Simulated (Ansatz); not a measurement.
Relaxation of CH₆BNO₂ (11 atoms, charge 0, multiplicity 1), to a largest force component of 0.02 eV/Å in at most 40 steps.

Level of theory: Ansatz, RKS PBE0/6-31G.

```xyz
11
Properties=species:S:1:pos:R:3:forces:R:3
N -1.486 -0.029 0.575 -4.14 2.47 0.06
C -0.109 0.239 0.748 2.60 1.27 0.18
B 0.665 -0.252 -0.548 2.32 -0.10 -0.94
O 1.582 0.701 -1.304 -3.60 -2.12 0.89
O 0.636 -1.663 -0.959 -0.40 2.93 0.23
H -2.012 0.262 1.464 0.63 -0.99 -1.37
H -1.862 0.706 -0.137 0.52 -1.85 1.17
H 0.290 -0.315 1.623 -0.11 0.01 -0.39
H 0.096 1.340 0.963 0.18 -0.97 -0.22
H 2.406 0.653 -0.855 2.18 0.30 0.56
H -0.141 -1.700 -1.548 -0.18 -0.94 -0.17
```

Task: Where does it end, and by what steps?

Result: It converged. Limits of this set-up: no polarisation functions. After 15 steps the energy has fallen by 2.292 eV; O4 moved furthest, 0.83 Å.

```
step  energy less start (eV)  largest force component (eV/Å)  accepted
   0                  0.0000                           4.138       yes
   1                 -0.6519                           2.261       yes
   2                 -0.9783                           2.506       yes
   3                 -1.2759                           3.085       yes
   4                 -1.7289                           1.316       yes
   5                 -2.0039                           1.193       yes
   6                 -2.2080                           0.833       yes
   7                 -2.2214                           1.632       yes
   8                 -2.2822                           0.371       yes
   9                 -2.2852                           0.304       yes
  10                 -2.2817                           0.210        no
  11                 -2.2485                           0.684        no
  12                 -2.2911                           0.092       yes
  13                 -2.2922                           0.051       yes
  14                 -2.2923                           0.042       yes
  15                 -2.2924                           0.008       yes
```

```xyz
11
Properties=species:S:1:pos:R:3
N -1.438 -0.180 0.460
C -0.104 0.418 0.701
B 0.846 -0.047 -0.474
O 2.085 0.518 -0.669
O 0.379 -1.060 -1.276
H -1.943 -0.449 1.295
H -2.026 0.376 -0.150
H 0.293 0.014 1.642
H -0.122 1.511 0.828
H 2.614 0.151 -1.396
H -0.519 -1.309 -0.940
```

Run time: 21 s on 1 thread of AMD EPYC 9R45 96-Core Processor (Zen 5), on a shared host, peak memory 0.16 GiB.
